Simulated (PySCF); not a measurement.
Task: Write Cartesian coordinates for `C=[CH][GeH2][O]C` as optimised with PBE0-D3(BJ)/def2-SVP.

Result: 
```xyz
13
C3H8GeO angstrom
C      2.0520    0.9828   -0.1857
C      1.4082    0.0585    0.5336
Ge     0.1856   -1.2130   -0.2672
O     -1.4593   -0.9756    0.3878
C     -2.1213    0.2389    0.1880
H      2.7460    1.6993    0.2687
H      1.9180    1.0670   -1.2706
H      1.5741    0.0175    1.6173
H      0.1697   -0.9688   -1.7943
H      0.5088   -2.6683    0.0960
H     -1.5562    1.1065    0.5811
H     -2.3333    0.4361   -0.8816
H     -3.0875    0.2021    0.7168
```

Orientation and origin are arbitrary. Atoms count from 1 in this order. Ge3 (germanium bonded to C, O and 2 H) is distorted tetrahedral (angles from 103.5° to 113.1°).

Bonds between heavy atoms (Å): C1=C2 1.337, C2–Ge3 1.937, Ge3–O4 1.786, O4–C5 1.398.

Method: PBE0-D3(BJ)/def2-SVP geometry optimisation, gas phase in PySCF 2.14.0.

Point group: C1 (no symmetry element, even within 0.4 Å). No PBE0-D3(BJ)/def2-SVP frequencies stand behind this structure, so it isn't proved a minimum. One conformer, not necessarily the lowest (C1–C2–Ge3–O4 -117°, C2–Ge3–O4–C5 62°).

Hardware: an Arm Neoverse N1 with one thread, no GPU, shared host with 64 logical CPUs at a one-minute load of 28. Cost: 81 s, 0.53 GiB resident at most. That covers the optimisation of the geometry.
